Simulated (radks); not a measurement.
Values are calculated unless marked as measured or tabulated.
These are the eigenvalues of the occupied orbitals of an atom or ion with whole-number occupations (hartree). Code: a radial shooting solver on a logarithmic mesh with Libxc functionals. Model: Dirac Kohn-Sham, BLYP, spin-unpolarised, spherical densities, finite nucleus; Fermi nuclear charge, rms radius of each element as measured or else 0.836 A^(1/3) + 0.57 fm.

orbital  eigenvalue
1s1/2     -2322.208
2s1/2     -396.2512
2p1/2     -378.3614
2p3/2     -337.2769
3s1/2     -90.84858
3p1/2     -82.91718
3p3/2     -74.15359
3d3/2     -60.66161
3d5/2     -58.74752
4s1/2     -19.19787
4p1/2     -15.96656
4p3/2     -13.97564
4d3/2      -8.65610
4d5/2      -8.29282
5p1/2      -2.62225
5p3/2      -2.33200
4f5/2      -1.76580
4f7/2      -1.70819
6s1/2      -0.91256
5f5/2      -0.27445
5f7/2      -0.27341

Which element is it, and in what charge state? The configuration may be excited. Open shells, if any, are shared by 2j + 1.

Answer. Z = 71, lutetium, charge +2: Lu2+ in [Kr] 4d10 4f14 5p6 6s1 5f2. The list shows which subshells hold electrons but not how many an open one holds; the 1s level, -2322.2 hartree, gives Z - s = 68.1 by -(Z - s)^2/2, which with screening and relativity narrows Z to a few neighbours, and the depths of the outer levels then fix element, charge and occupations together.
